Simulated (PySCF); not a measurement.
Computed IR spectrum (relative IR intensity) of a molecule C₅H₁₀O. The structure is a stationary point at r2SCAN-D4/def2-SVP. The values are those of a single conformer. Calculation: PySCF with r2SCAN-D4/def2-SVP. Frequencies are harmonic and unscaled.

ν (cm⁻¹): 114 (vw), 366 (w), 428 (vw), 757 (vw), 806 (w), 818 (w), 827 (w), 909 (m), 978 (m), 995 (m), 1032 (w), 1049 (vw), 1088 (m), 1111 (m), 1149 (vs), 1176 (w), 1178 (w), 1210 (s), 1244 (vs), 1287 (vw), 1353 (vs), 1377 (s), 1413 (w), 1421 (m), 1452 (w), 1475 (vw), 1485 (m), 2957 (vs), 3000 (vs), 3043 (m), 3071 (s), 3125 (w), 3134 (w), 3145 (m), 3148 (m), 3226 (vw), 3239 (w) (against the strongest line: vs over 80 %, s over 45 %, m over 15 %, w over 4 %, vw less)

Task: Which molecule gave these data?
A. COC1(C)CC1
B. C=CCCCO
C. CCOC1CC1
D. C/C=C(\C)OC

Result: C, CCOC1CC1
